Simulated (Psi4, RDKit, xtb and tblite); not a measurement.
Relaxed torsion scan: SMILES CSC[SiH2]SC. Scanned: dihedral C1–S2–C3–Si4; all other coordinates were relaxed at GFN2-xTB. Points at φ and −φ are mirror images. Heavy atoms are numbered in the order of the SMILES CSC[SiH2]SC, hydrogens after them in the order of the atoms that carry them; the mirror image has the same energies with the sign of each dihedral reversed.

GFN2-xTB (xtb and tblite); MMFF94 // GFN2-xTB (RDKit); PBE/def2-SVP // GFN2-xTB (Psi4).

Energies in eV, each method relative to its own lowest point.

| φ / ° | GFN2-xTB | MMFF94 | PBE/def2-SVP |
|---|---|---|---|
| -165 | 0.017 | 0.012 | 0.041 |
| -150 | 0.033 | 0.042 | 0.050 |
| -135 | 0.048 | 0.071 | 0.059 |
| -120 | 0.050 | 0.081 | 0.054 |
| -105 | 0.031 | 0.071 | 0.028 |
| -90 | 0.005 | 0.059 | 0.000 |
| -75 | 0.000 | 0.073 | 0.016 |
| -60 | 0.007 | 0.142 | 0.056 |
| -45 | 0.030 | 0.239 | 0.082 |
| -30 | 0.067 | 0.335 | 0.115 |
| -15 | 0.100 | 0.406 | 0.146 |
| 0 | 0.115 | 0.430 | 0.160 |
| 15 | 0.100 | 0.406 | 0.146 |
| 30 | 0.067 | 0.335 | 0.115 |
| 45 | 0.030 | 0.239 | 0.082 |
| 60 | 0.007 | 0.142 | 0.056 |
| 75 | 0.000 | 0.073 | 0.016 |
| 90 | 0.005 | 0.059 | 0.000 |
| 105 | 0.031 | 0.071 | 0.028 |
| 120 | 0.050 | 0.081 | 0.054 |
| 135 | 0.048 | 0.071 | 0.059 |
| 150 | 0.033 | 0.042 | 0.050 |
| 165 | 0.017 | 0.012 | 0.041 |
| 180 | 0.010 | 0.000 | 0.038 |

MMFF94 has few fitted parameters for silicon.
